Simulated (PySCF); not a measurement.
Ga(Me)2 (C2H6Ga), SMILES [CH3][Ga][CH3], multiplicity 2.

Coordinates come from a B3LYP-D3(BJ)/def2-SVP optimisation. The spin state was assumed, not searched. The isomer is the one that the SMILES or the coordinates give; other isomers of the formula were not compared.

Level of theory: PBE0/def2-TZVPD run with PySCF.

Computed frontier levels, dipole moment and polarisability:
The α spin, highest occupied and lowest empty level comes out as -5.02 and -1.26 eV and the β spin, highest occupied and lowest empty level is -7.33 and -2.00 eV. The dipole moment is 0.45 D and the quadrupole, principal values (traceless, Buckingham form, about the centre of nuclear charge) is -2.21, -2.17, 4.38 D·Å. The mean static polarisability is 68.6 bohr³ (10.17 Å³) and the polarisability, principal values is 58.0, 65.9, 82.0 bohr³. The ⟨S²⟩ comes out as 0.752 (pure state 0.75).
